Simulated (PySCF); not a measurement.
**Vibration and rotation of AgF**

PBE0 constants of AgF, ¹Σ⁺ (singlet), closed shell (PySCF, scalar-relativistic core potentials, basis sets Ag cc-pVDZ-PP with ECP28, F cc-pVDZ; masses 106.9051 and 18.9984 u):

* ωe: 539.3 cm⁻¹
* ωexe: 2.69 cm⁻¹
* Be: 0.26995 cm⁻¹
* αe: 0.00189 cm⁻¹
* D (centrifugal): 2.71e-07 cm⁻¹
* De to Ag (4d10 5s1) + F: 3.11 eV

Estimate the standard entropy (1 bar) and heat capacity of the ideal gas at 298.15 K, rigid rotor with B0 and harmonic oscillator at the fundamental.

Translation (Sackur–Tetrode, M = 125.90 u): 169.2 J/(mol K). Rotation: q = kT/(σB0) = 770 with σ = 1, 63.6. Vibration: x = hcν0/kT = 2.58, 2.42. S° = 235.2 J/(mol K); Cp = 7R/2 + 4.92 = 34.0 J/(mol K).

Spin–orbit coupling is left out, which matters for elements this heavy, above all for dissociation energies.
